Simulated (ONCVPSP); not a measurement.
# What one change does to a pseudopotential (Mn, ONCV)

* Element: Mn (Z = 25)
* Generator: ONCVPSP 4.0.1
* Type: optimised norm-conserving Vanderbilt (ONCV)
* Functional: PBE
* Relativity: scalar-relativistic
* Frozen core: [Ne]
* Valence charge: 15
* Reference configuration: 3s2 3p6 3d5 4s1.75 4p0.25
* Partial waves: 3s+4s: rc 1.45 bohr, ncon 4, nbas 7, qcut 8.4 1/bohr, 2 projectors; 3p+4p: rc 1.85 bohr, ncon 4, nbas 8, qcut 8.7 1/bohr, 2 projectors; 3d: rc 1.20 bohr, ncon 3, nbas 7, qcut 15.4 1/bohr, 2 projectors, debl 2.6 Ha
* Local potential: polynomial inside 1.05 bohr (lpopt 5, dvloc0 0 Ha)
* Core correction: Teter function, fcfact 3, rcfact 1.6

Change: p: qcut 5.3.

Cutoffs: the cutoffs (Ha) at which the residual kinetic energy of the hardest occupied pseudo-wave falls to 1 and 0.1 mHa per electron; they do not see the model core or the augmentation charge, which bear on the density cutoff. Errors are all-electron minus pseudo energies relative to the spin-unpolarised reference configuration.

Question: How do hardness, ghosts and transferability respond?

Answer: The potential gets neither clearly harder nor softer (74 Ha and 86 Ha → 74 Ha and 86 Ha); the d channel sets the loose cutoff, while the largest relative change is in p, which becomes harder; of the 3 tests that both files solve, the error grows in 2 and shrinks in 0 by more than 15 % and 0.3 meV (median size 0.5 → 1.1 meV); neither file shows a bound ghost.

| quantity | base | changed |
| --- | --- | --- |
| cutoff, loose | 74 Ha | 74 Ha |
| cutoff, tight | 86 Ha | 86 Ha |
| loose cutoff by channel | s 23 Ha, p 24 Ha, d 74 Ha | s 23 Ha, p 37 Ha, d 74 Ha |
| bound ghosts | none | none |
| GHOST(+) flags under 300 eV | none | none |
| tests with a reliable result | 3 of 4 | 3 of 4 |
| error for 3s2 3p6 3d5 4s2 4p0, meV [ΔE -0.94 eV] | +0.1 | 0.0 |
| error for 3s2 3p6 3d5 4s1 4p0, meV [ΔE 7.48 eV] | -0.5 | -1.1 |
| error for 3s1 3p6 3d5 4s2 4p0, meV [ΔE 92.56 eV] | -177 | -230 |
| s: phases at 1.47 bohr within 0.05 rad from the reference energy up to (Ha; the scan ends near 5) | to the end of the scan | to the end of the scan |
| p: phases at 1.88 bohr within 0.05 rad from the reference energy up to (Ha; the scan ends near 5) | to the end of the scan | 4.5 |
| d: phases at 1.22 bohr within 0.05 rad from the reference energy up to (Ha; the scan ends near 5) | to the end of the scan | to the end of the scan |
| rms error of d²Exc/dni dnj with the model core, mHa | 1.48 | 1.91 |
